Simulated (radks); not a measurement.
Valence configurations of Re+ (all share [Xe]). Method: scalar-relativistic Kohn-Sham, PBEsol, spin-polarised, spherical densities, point nucleus; open shells are filled with parallel spins first (spin-orbit coupling, left out, can overturn this in heavy ions); computed with a radial shooting solver on a logarithmic mesh with Libxc functionals. Energies are relative to 4f14 5d5 6s1; eigenvalues in eV for spin up.

| valence | E (eV) | moment (Bohr magnetons) | e(4f) | e(5d) | e(6p) | e(6s) |
|---|---|---|---|---|---|---|
| 4f14 5d5 6s1 | 0.000 | 6 | -49.839 | -14.148 | - | -13.636 |
| 4f13 5d5 6s2 | 43.880 | 6 | -63.386 | -17.601 | - | -14.754 |
| 4f14 5d5 6p1 | 6.232 | 6 | -51.373 | -15.456 | -8.277 | - |
| 4f13 5d5 6s1 6p1 | 47.907 | 8 | -64.750 | -18.974 | -9.094 | -16.013 |
| 4f14 5d4 6s1 6p1 | 7.523 | 6 | -54.406 | -17.328 | -8.953 | -15.631 |
| 4f13 5d6 6p1 | 49.072 | 6 | -61.761 | -16.661 | -8.381 | - |
| 4f14 5d6 | 3.022 | 4 | -47.322 | -12.142 | - | - |
| 4f14 5d5 6s0.5 6p0.5 | 3.101 | 6 | -50.613 | -14.812 | -7.878 | -14.113 |
| 4f14 5d4 6s2 | 3.426 | 4 | -53.025 | -15.937 | - | -14.356 |
| 4f14 5d4.5 6s1.5 | 1.778 | 5 | -51.425 | -15.050 | - | -14.027 |

NIST lists [Xe] 4f14 5d5 6s1 as the ground configuration; this level of theory agrees among the configurations tried. The energies are those of spherical high-spin densities, not of single terms.
